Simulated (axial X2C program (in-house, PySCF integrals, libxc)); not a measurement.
## Low determinants of BaP⁺ at the PBE0 level, 2c

All values were computed with an axial X2C code built on PySCF integrals. Two-component (2c) means X2C with spin–orbit coupling and atomic mean-field two-electron Coulomb and Gaunt terms. Basis: Ba dyall-cv3z [14s14p9d5f1g], P dyall-v3z [8s7p2d1f] (cores contracted in-house); Gaussian nuclei, density fitting, unrestricted open shells. Masses: Ba 137.905 u, P 30.974 u.

Search at 2.907 Å (vertical energies from the lowest determinant):

| ΔE (eV) | state | electrons beyond evenly filled partner blocks | electrons in ±ω = 1/2, 3/2, 5/2, 7/2 |
| --- | --- | --- | --- |
| 0.00 | Ω = 1 | ω = -1/2, ω = 3/2 | 47 19 4 0 |
| 0.46 | Ω = 2 | ω = 1/2, ω = 3/2 | 47 19 4 0 |
| 0.78 | Ω = 1 | 2 × ω = 1/2 | 46 20 4 0 |
| 0.88 | Ω = 0 | none | 48 18 4 0 |
| 0.95 | Ω = 0 | none | 46 20 4 0 |
| 2.61 | Ω = 3 | 2 × ω = 3/2 | 46 20 4 0 |
| 2.62 | Ω = 0 | 3 × ω = 1/2, ω = -3/2 | 47 19 4 0 |

Lowest determinant, Ω = 1 (⟨Sz⟩ = 1.00, ⟨Lz⟩ = 0.00 at PBE0): Re = 2.898 Å, ωe = 260.4 cm⁻¹.

The determinant in row 2 of the search, Ω = 2 (⟨Sz⟩ = 1.00, ⟨Lz⟩ = 1.00 at PBE0), was followed along the bond at PBE0; measured from the minimum of the lowest determinant it gives:

Te = 0.328 eV (2647 cm⁻¹), Re = 2.707 Å, ωe = 293.0 cm⁻¹.

Question: Compare the bond of the determinant in row 2 with that of the lowest one.

Answer: At PBE0 its Re is 0.191 Å shorter and its force constant, which goes as ωe², is 1.27 times that of the lowest determinant. T0 ≈ Te + Δωe/2 = 2647 + (16) = 2663 cm⁻¹.

The search compares states at one distance, so a state with another bond length can lie lower; it is not exhaustive and yields mostly the lowest determinant of each block pattern, so other components and higher states of one pattern are missing. These are energies of single determinants, not of spin-adapted states; PBE0 term energies can be off by some tenths of an eV, and the functional has no current term. Open-shell Ω = 0 determinants with evenly filled partner blocks cannot be reached by this program, so the Ω shown need not be the lowest component. The lowest determinant need not be the ground state where others lie within half an eV.
